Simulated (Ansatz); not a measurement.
Consider the formal hydrolysis of a B–S bond: `BSBS` + H₂O → `BO` + `SBS`.

Program: Ansatz. Geometries: PBE0-D4/def2-TZVP. ΔE: electronic, gas phase. CCSD(T)/CBS adds triple-zeta CCSD(T) − MP2 to the extrapolated MP2 energy (def2 sets, frozen cores). This one scheme is used for every species. DFT in def2-TZVPP. One conformer a species, not always the lowest.

```csv
level,ΔE (kJ/mol),difference from CCSD(T)/CBS
BLYP-D4,-70.7,-10.0
PBE0-D4,-62.8,-2.1
BHLYP-D4,-71.6,-10.9
PBE-QIDH,-63.5,-2.8
r2SCAN,-67.8,-7.1
r2SCANh,-67.5,-6.8
BHLYP,-76.0,-15.3
MP2/def2-SVP,-87.2,-26.5
CCSD/def2-SVP,-90.3,-29.6
MP2/def2-TZVPP,-61.8,-1.1
CCSD(T)/CBS,-60.7,0
```

Largest T1 diagnostic among the species: 0.015.

Leaving LDA and LC-ωPBE aside and taking each functional with its dispersion term where it has one, the values, not all of them listed here, spread over 16.1 kJ/mol, from CAM-B3LYP-D4 to revPBE-D4. LDA lies −3.7 kJ/mol from PBE without D4. At CCSD(T), def2-SVP lies −28.7 kJ/mol from the extrapolated value and def2-TZVPP −5.2 kJ/mol. The D4 term adds +4.8 kJ/mol with B3LYP and +2.6 kJ/mol with PBE0; it sums over pairs of atoms, weighted by their polarisabilities, and B3LYP, whose exchange is more repulsive, gets the larger term.

B3LYP here is the variant with VWN-RPA as its local correlation; programs differ in this.
